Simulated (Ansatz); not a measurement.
```yaml
crystal:
  periodic: [false, false, false]
  atoms:
    - {symbol: C, position_ang: [-1.293291, 0.195156, 0.253025]}
    - {symbol: C, position_ang: [0.081639, -0.141550, 0.808331]}
    - {symbol: In, position_ang: [1.632154, -0.187944, -0.677468]}
    - {symbol: Cl, position_ang: [0.748419, 0.293399, -2.814020]}
    - {symbol: H, position_ang: [-2.045252, 0.204118, 1.048410]}
    - {symbol: H, position_ang: [-1.309212, 1.175163, -0.227954]}
    - {symbol: H, position_ang: [-1.616124, -0.526929, -0.499515]}
    - {symbol: H, position_ang: [0.396202, 0.580066, 1.568255]}
    - {symbol: H, position_ang: [0.088300, -1.119357, 1.299138]}
    - {symbol: H, position_ang: [3.317155, -0.472121, -0.758202]}
basis:
  gaussian: {orbitals: def2-SVP, nuclear_model: gaussian}
hamiltonian: {xc: {name: PBE1PBE}, dispersion: d3bjatm}
output: {forces: true}
```

```sh
$ ansatz run in.yaml --threads 4 --pin off --events-out ev --progress --plain --max-ram 10444MiB
```

How does Ansatz answer? (Estimate.)

Computed: The input was rejected before any iteration.
```
Error: YAML parse error: error: line 16 column 19: hamiltonian.xc: no functional is named "PBE1PBE"; the names, which are not case-sensitive, are SVWN5, SPW92, PBE, PBE0, PBEsol, revPBE, revPBE0, RPBE, rPW86-PBE, HSE06, wPBEh, LC-wPBE, HISS, HF, BLYP, B3LYP, B3LYP5, BHLYP, CAM-B3LYP, r2SCAN, r2SCANh, r2SCAN0, r2SCAN50, m-r2SCAN, B97, wB97, wB97X, wB97X-V, B97M-V, wB97M-V, B2PLYP, B2GP-PLYP, PBE0-DH, PBE-QIDH
14 | basis:
15 |   gaussian: {orbitals: def2-SVP, nuclear_model: gaussian}
16 | hamiltonian: {xc: {name: PBE1PBE}, dispersion: d3bjatm}
17 | output: {forces: true}
```

HSE06 is defined as in plane-wave codes.
